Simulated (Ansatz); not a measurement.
Geometry optimisation, DFT PBE-D3(BJ), scalar-relativistic, plane waves, PAW in Ansatz 0.2.0.

Input:

```yaml
crystal:
  lattice:
    - [10.46, 0.0, 0.0]
    - [0.0, 10.46, 0.0]
    - [0.0, 0.0, 10.46]
  atoms:
    - { symbol: K, position: [0.0, 0.0, 0.0] }
    - { symbol: K, position: [0.5, 0.0, 0.0] }
    - { symbol: K, position: [0.0, 0.5, 0.0] }
    - { symbol: K, position: [0.0, 0.0, 0.5] }
    - { symbol: K, position: [0.25, 0.25, 0.25] }
    - { symbol: K, position: [0.5, 0.5, 0.0] }
    - { symbol: K, position: [0.5, 0.0, 0.5] }
    - { symbol: K, position: [0.75, 0.25, 0.25] }
    - { symbol: K, position: [0.0, 0.5, 0.5] }
    - { symbol: K, position: [0.25, 0.75, 0.25] }
    - { symbol: K, position: [0.25, 0.25, 0.75] }
    - { symbol: K, position: [0.5, 0.5, 0.5] }
    - { symbol: K, position: [0.75, 0.75, 0.25] }
    - { symbol: K, position: [0.75, 0.25, 0.75] }
    - { symbol: K, position: [0.25, 0.75, 0.75] }
    - { symbol: K, position: [0.75, 0.75, 0.75] }
    - { symbol: C, position: [0.37271913, 0.24719149, 0.50296248] }
basis:
  ecutwfc: 420.0
kpoints:
  mp_grid: { grid: [2, 2, 2] }
hamiltonian:
  xc: pbe
  dispersion: d3bj
scf:
  occupations: { method: fermi_dirac, width: 0.1 }
  lower_state_search: "off"
relax:
  f_tol: 0.03
  max_steps: 60
  adjacent_minimum: "off"
output:
  write_density: true
  write_potential: true
  elf: true
  volumetric_format: npy
```

Command:

```bash
$ ansatz run input.yaml --threads 4 --pin off --max-ram 10240MiB --backend cpu --events-out ev --progress --plain --runs-dir out
```

Question: Where does it end, and by what steps?

Answer: It converged. The force dipped under the threshold on the way, but the program's further checks kept it going. Limits of this set-up: coarse k mesh, a small cell, in which the defect meets its images. After 13 steps the energy has fallen by 0.665 eV; C17 moved furthest, 1.20 Å. Joined: K4–C17 (4.68 → 2.94 Å), K9–C17 (4.71 → 2.94 Å).

```csv
step,energy less start (eV),largest force component (eV/Å),accepted
0,0.0000,0.292,yes
1,-0.0863,0.205,yes
2,-0.1905,0.095,yes
3,-0.2670,0.055,yes
4,-0.3176,0.102,yes
5,-0.3743,0.204,yes
6,-0.4422,0.276,yes
7,-0.5210,0.264,yes
8,-0.5917,0.201,yes
9,-0.6364,0.028,yes
10,-0.6364,0.028,yes
11,-0.6542,0.054,yes
12,-0.6646,0.020,yes
13,-0.6646,0.020,yes
```

```xyz
17
Lattice="10.4600 0.0000 0.0000 0.0000 10.4600 0.0000 0.0000 0.0000 10.4600" Properties=species:S:1:pos:R:3
K -0.091 -0.175 0.002
K 5.479 -0.153 0.002
K -0.091 5.402 0.002
K 0.613 0.547 5.232
K 2.694 2.613 2.372
K 5.479 5.380 0.002
K 4.763 0.529 5.232
K 7.910 2.614 2.623
K 0.612 4.680 5.232
K 2.697 7.843 2.632
K 2.695 2.613 8.092
K 4.763 4.698 5.232
K 7.912 7.843 3.012
K 7.910 2.614 7.841
K 2.696 7.843 7.832
K 7.913 7.843 7.452
C 2.703 2.613 5.232
```

Time of the run: 2.6 min on 4 threads of Arm Neoverse V2, on a shared host, peak memory 2.5 GiB.
